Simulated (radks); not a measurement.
Cs II, configuration [Xe] (the NIST ground configuration).

All-electron calculation, scalar-relativistic Kohn-Sham, revPBE, spin-unpolarised, spherical densities, finite nucleus; Fermi nuclear charge, rms radius 4.8041 fm. Program: a radial shooting solver on a logarithmic mesh with Libxc functionals.

Energy parts (hartree):
| part | energy |
|---|---|
| total | -7786.7518 |
| kinetic | 8203.6447 |
| electron-nucleus | -18832.2531 |
| Hartree | 3034.0086 |
| exchange-correlation | -192.1519 |

Orbitals (lengths in bohr, moments of r in powers of bohr; <r^-3> diverges for s and p1/2; r(max) is where P^2 peaks):
| orbital | occ. | eigenvalue (hartree) | <r^-3> | r(max) |
|---|---|---|---|---|
| 1s | 2 | -1315.744 | - | 0.01678 |
| 2s | 2 | -206.5546 | - | 0.09488 |
| 2p | 6 | -185.3027 | 6586 | 0.07619 |
| 3s | 2 | -43.09493 | - | 0.2725 |
| 3p | 6 | -36.25571 | 1283 | 0.2666 |
| 3d | 10 | -26.22131 | 176.6 | 0.2204 |
| 4s | 2 | -8.28810 | - | 0.6427 |
| 4p | 6 | -6.10194 | 262.1 | 0.6731 |
| 4d | 10 | -2.91965 | 28.46 | 0.7208 |
| 5s | 2 | -1.17171 | - | 1.546 |
| 5p | 6 | -0.68481 | 31.18 | 1.780 |

The highest occupied level is 5p at -18.635 eV. The electron density at the nucleus is 3.066e+05 e/bohr^3 (large components only).
